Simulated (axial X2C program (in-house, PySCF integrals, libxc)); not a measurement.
# Which molecule has these constants?

Computed with an axial X2C code built on PySCF integrals, spin-free (one-electron X2C) or two-component (2c: spin–orbit coupling with atomic mean-field Coulomb and Gaunt terms, which also bring small scalar terms), in Dyall basis sets with cores contracted in-house; open shells are unrestricted.

A two-component PBE0 calculation in a Dyall 3-zeta basis gave Re = 2.261 Å, ωe = 465.3 cm⁻¹, De = 3.90 eV, Ω = 0.

Question: Which molecule is it?
A. SnP⁻
B. NbP⁻
C. MoP⁻
D. ZrP⁻
E. RuP⁻

Answer: A. The others have RuP⁻ 2.089 Å and 488.7 cm⁻¹ (Ω = 4); NbP⁻ 2.190 Å and 485.1 cm⁻¹ (Ω = 3/2); ZrP⁻ 2.195 Å and 540.1 cm⁻¹ (Ω = 0); MoP⁻ 2.169 Å and 432.2 cm⁻¹ (Ω = 1).

Each entry is the lowest single determinant of a limited PBE0 search at one distance. De goes to single-determinant-based atoms at the same level (for ions the charge split of lowest energy) and is withheld (n/a) where an atom does not fit its ground term or J level. Main or longest-lived isotopes. One determinant is a doubtful description, or other states lie close, for RuP⁻, NbP⁻, ZrP⁻, MoP⁻; these need not be ground states, and all values refer to the states named. Some open-shell Ω = 0 determinants are out of reach, so the Ω given for RuP⁻, MoP⁻ need not be the lowest component. With several unpaired electrons the Ω given is that of one determinant, not necessarily of the lowest component. Some light 2c atoms are not at their ground J level, so De misses part of their lowering (0.04 eV or less). The functionals have no current term, which raises determinants with orbital currents.
